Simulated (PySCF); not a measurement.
# Computed vibrations of [Yb(NH3)3]3+

[Yb(NH3)3]3+ (singlet in the valence; each metal's 4f electrons, 13 of them, lie in its core potential, out of spins and levels). PySCF 2.14.0, RKS PBE0, Yb lcecp-1-SVP with ECP59, N def2-SVP, H def2-SVP; non-relativistic Hamiltonian with scalar-relativistic core potentials where named; density fitting; no spin-orbit coupling. Central differences of gradients.

```xyz
13

Yb    0.0000    0.0000    0.1768
N     2.2163    0.0142   -0.5771
H     2.8906   -0.5058    0.0183
H     2.3841   -0.3940   -1.5164
H     2.6589    0.9497   -0.6532
N    -1.1204    1.9122   -0.5771
H    -1.0073    2.7562    0.0183
H    -0.8508    2.2617   -1.5164
H    -2.1520    1.8278   -0.6532
N    -1.0958   -1.9264   -0.5771
H    -1.8833   -2.2505    0.0183
H    -1.5333   -1.8677   -1.5164
H    -0.5070   -2.7776   -0.6532
```

Run from Python with OMP_NUM_THREADS=2. Where DIIS fails, smearing, a level shift and second-order steps follow.
It took 2.1 min on 2 threads of AMD EPYC 9B14 (Zen 4), with other jobs on the host.

(1) What are the harmonic wavenumbers and infrared intensities?

(2) Is this a minimum?

An lcecp potential fixes the number of 4f electrons, so in runs with it no electron can move into or out of that shell.

## Answers

(1) Modes are labelled in C3; negative numbers are unstable modes, those under 60 cm⁻¹ near the noise; a finer grid moves soft modes by up to 10 cm⁻¹.
```tsv
cm⁻¹	km/mol	symmetry
44	0.1	e
44	0.1	e
53	8.8	a
60	5.7	a
81	6.6	e
81	6.6	e
377	0.0	a
378	4.7	e
378	4.7	e
650	0.4	a
669	33.7	e
669	33.7	e
699	79.1	e
699	79.1	e
703	177.2	a
1423	208.2	e
1423	208.2	e
1429	43.7	a
1601	125.2	a
1603	72.4	e
1603	72.4	e
1607	11.6	e
1607	11.6	e
1607	16.4	a
3334	348.1	e
3334	348.1	e
3345	16.8	a
3400	82.3	e
3400	82.3	e
3401	307.5	a
3410	199.2	a
3411	200.3	e
3411	200.3	e
```

(2) Yes, within the noise of the softest modes. Ideal gas at 298.15 K and 1 bar: S = 422.1 J/(mol K), Cp = 126.1 J/(mol K), H − H(0 K) = 27.3 kJ/mol (rigid rotor, harmonic modes, spin degeneracy alone, that of the 4f electrons in the core included; the modes under 60 cm⁻¹ make these uncertain).
